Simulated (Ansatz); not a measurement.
Frontier orbitals of CH5Cl2NbO3, SMILES `C[O][Nb]([OH])([OH])([Cl])[Cl]`.

The species carries charge 0 and has multiplicity 1. Correlated methods include outer-core shells of Nb, which these sets cover unevenly. Nb: def2 effective core potential. The structure was optimised at the PBE0-D4/def2-TZVP level. It is one conformer, not always the lowest. Basis def2-TZVPP, Ansatz 0.2.0.

| functional | HOMO (eV) | LUMO (eV) | gap (eV) |
| --- | --- | --- | --- |
| PBE | -6.97 | -2.74 | 4.23 |
| revPBE | -6.90 | -2.66 | 4.24 |
| B97M-V | -7.42 | -2.68 | 4.74 |
| PBE0 | -8.43 | -2.03 | 6.40 |
| BHLYP | -9.77 | -1.15 | 8.62 |
| ωB97M-V | -10.74 | 0.03 | 10.77 |

From PBE to PBE0 the HOMO moves by −1.47 eV and the LUMO by +0.70 eV, and with ωB97M-V by −3.77 and +2.76 eV, so the gap grows from 4.23 to 10.77 eV with exact exchange. A positive LUMO is unbound and depends on the basis.
